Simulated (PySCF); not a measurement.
Isomers of C6H15OP. Method used: PBE0-D3(BJ)/def2-SVP geometry optimisation, gas phase in PySCF 2.14.0. One conformer each; no zero-point energy, no entropy. No frequencies were run at this level. Point groups hold within 0.08 Å.

Task: Order them by energy at this level, lowest first, and give relative energies in kJ/mol.
A. `[CH3:1][CH2:2][P:3](=[O:4])([CH2:5][CH3:6])[CH2:7][CH3:8]` with C1–C2–P3–O4 -54°, C2–P3–C5–C6 179°, C2–P3–C7–C8 57° (triethylphosphine oxide)
B. `[CH3:1][O:2][CH2:3][P:4]([CH3:5])[CH:6]([CH3:7])[CH3:8]` with C1–O2–C3–P4 -178°, O2–C3–P4–C5 56°, C3–P4–C6–C7 173°

Result: A (0.0), B (140.1).

As drawn, the lower has a P=O bond, which the higher lacks.

| SMILES | E (Eh) | E rel (kJ/mol) | dipole (D) | point group | A, B, C (MHz) |
| --- | --- | --- | --- | --- | --- |
| CCP(=O)(CC)CC | -653.46739 | 0.0 | 4.01 | near Cs | 1995, 1340, 1051 |
| COCP(C)C(C)C | -653.41402 | 140.1 | 1.50 | C1 | 2256, 1131, 911.3 |

Task: How do the relative energies change in single points at PBE0/pcSseg-1 (no added dispersion term) on the same geometries?

Result: 
```
       SMILES  PBE0-D3(BJ)/def2-SVP (kJ/mol)  PBE0/pcSseg-1 (kJ/mol)  shift
CCP(=O)(CC)CC                            0.0                     0.0    0.0
 COCP(C)C(C)C                          140.1                   148.2   +8.1
```

Each column counts from its own lowest isomer. The order is unchanged; the largest shift is 8.1 kJ/mol.
